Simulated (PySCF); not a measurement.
# A thermochemical cycle for HI

CCSD(T) in PySCF with x2c-SVPall on every atom, spin-free X2C, for the lowest determinant that a PBE0 search found; no spin–orbit coupling. HI, a singlet (closed shell), has De = 3.20 eV to neutral atoms, and HI⁺, a doublet (π ↑), has De = 3.05 eV to H + I⁺.

At the same level the I atom ionises at 10.07 eV.

Task: What is the adiabatic ionisation energy of the molecule, and does ionisation strengthen or weaken the bond?

Result: IE = IE(I) + De(neutral) − De(ion) = 10.07 + 3.20 − 3.05 = 10.22 eV. De changes by -0.15 eV, so ionisation weakens the bond.

Correlated steps freeze 18 core orbitals. Correlated levels converge slowly with the basis: in double zeta they bind strong bonds too weakly, by up to about 1 eV, and carry superposition errors of some tenths. These are scalar-relativistic numbers at best; spin–orbit coupling would shift them, the dissociation energy most. For an ion De counts to the pair picked by the measured ionisation energies or electron affinities, which need not be the lowest pair at this level. Where the molecule has an RHF reference, its open-shell atoms are computed with UHF. States were picked by a PBE0 search and need not be the measured ground states.
